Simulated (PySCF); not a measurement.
C₃H₃BrF₂, SMILES FC(F)/C=C\Br.

The structure is a stationary point at B3LYP-D3(BJ)/def2-SVP. The structure was generated by enumeration; whether it is a known compound was not checked. The values are those of a single conformer.

All values below come from PBE/def2-TZVP in PySCF.

Isolated molecule, no solvent.

### Question
Estimate the frontier levels, gap, dipole moment and polarisability. (The exact figures need the calculation; the answer reports its results.)

### Answer

- highest occupied level = -6.76 eV
- lowest empty level = -2.03 eV
- orbital gap = 4.73 eV
- dipole moment = 1.77 D
- quadrupole, principal values (traceless, Buckingham form, about the centre of nuclear charge) = -6.32, -3.37, 9.69 D·Å
- mean static polarisability = 58.8 bohr³ (8.71 Å³)
- polarisability, principal values = 42.0, 53.6, 80.7 bohr³
